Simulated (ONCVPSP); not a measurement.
# PBE ONCV dataset for S, scalar-relativistic all-electron reference.

```
Element                 : S
Generator               : ONCVPSP 4.0.1
Type                    : optimised norm-conserving Vanderbilt (ONCV)
Functional              : PBE
Relativity              : scalar-relativistic
Frozen core             : [Ne]
Valence charge          : 6
Reference configuration : 3s2 3p4
Partial waves           : 3s: rc 1.40 bohr, ncon 4, nbas 7, qcut 3.6 1/bohr, local; 3p: rc 1.65 bohr, ncon 4, nbas 7, qcut 4.5 1/bohr, 2 projectors, debl 2.1 Ha
Local potential         : the s channel
Core correction         : polynomial model core, fcfact 0.45
```

All-electron outer shells of the reference configuration (PBE, scalar-relativistic, ld1.x):

| shell | level (eV) | outermost node (bohr) | outermost maximum (bohr) |
| --- | --- | --- | --- |
| 2s | -211.71 | 0.13 | 0.39 |
| 2p | -156.51 | – | 0.33 |
| 3s | -17.26 | 0.60 | 1.40 |
| 3p | -7.01 | 0.58 | 1.61 |

Problem. Does the generator finish with these settings?

Solution. Yes, a potential is produced and its reference levels are reproduced.

Problem. Estimate the cutoffs (Ha) at which the residual kinetic energy of the hardest occupied pseudo-wave falls to 1 and 0.1 mHa per electron.

Solution. 47 Ha and 60 Ha.

Problem. What does a ghost test show?

Solution. No bound ghost flagged; no localised positive-energy state flagged.

Problem. Which valence shell sets the plane-wave cutoff?

Solution. 3s: 47 Ha for 1 mHa per electron, against 6 Ha for 3p.

Problem. Tests: 3s2 3p3; 3s2 3p2; 3s2 3p1; 3s0 3p6. Which has the largest error in its energy relative to the reference configuration, and how large is it?

Solution. 3s2 3p1, with +66 meV (all-electron minus pseudo) on +68.09 eV.
